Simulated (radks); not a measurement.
Problem. Radial electron density D(r) = 4 pi r^2 rho(r) of an atom or ion with 55 electrons. All-electron calculation, Dirac Kohn-Sham, BLYP, spin-unpolarised, spherical densities, point nucleus. Program: a radial shooting solver on a logarithmic mesh with Libxc functionals.

```
   r/bohr * D(r) (the largest magnitude, 99.9, reaches the edge; | marks zero)
 0.002047 |    *
 0.002364 |     *
 0.002752 |       *
 0.003178 |         *
  0.00367 |           *
 0.004239 |              *
 0.004895 |                *
 0.005653 |                    *
 0.006529 |                       *
  0.00754 |                           *
 0.008708 |                               *
  0.01006 |                                   *
  0.01161 |                                      *
  0.01341 |                                        *
  0.01549 |                                         *
  0.01789 |                                          *
  0.02066 |                                         *
  0.02386 |                                       *
  0.02778 |                                      *
  0.03208 |                                     *
  0.03705 |                                     *
  0.04279 |                                       *
  0.04941 |                                           *
  0.05707 |                                                *
  0.06591 |                                                    *
  0.07612 |                                                      *
   0.0879 |                                                    *
   0.1015 |                                                *
   0.1172 |                                          *
   0.1354 |                                        *
   0.1564 |                                        *
   0.1806 |                                            *
   0.2086 |                                              *
   0.2409 |                                             *
   0.2804 |                                     *
   0.3238 |                           *
    0.374 |                   *
   0.4319 |                *
   0.4988 |                 *
   0.5761 |                   *
   0.6653 |                  *
   0.7684 |              *
   0.8874 |          *
    1.025 |      *
    1.184 |     *
    1.367 |    *
    1.579 |   *
    1.823 |  *
    2.105 | *
    2.431 |*
    2.831 *
    3.269 *
    3.775 *
     4.36 *
    5.035 *
    5.815 *
```

What is the nuclear charge?

Solution. Z = 58. The innermost maximum, from 1s, lies near gamma/Z bohr with gamma = sqrt(1 - (Z/c)^2) = 0.906, here 0.0156 bohr (found: 0.0172), and its height grows with Z. The density is that of the cerium ion Ce3+ in [Xe] 4f1; the configuration itself is not fixed sharply by these data, and Z only to a few units. D(r) has 4 maxima, at r = 0.0172, 0.0755, 0.214, 0.595 bohr, and minima at 0.0334, 0.141, 0.435 bohr, inside which lie 2.02, 11.19, 29.03 electrons.
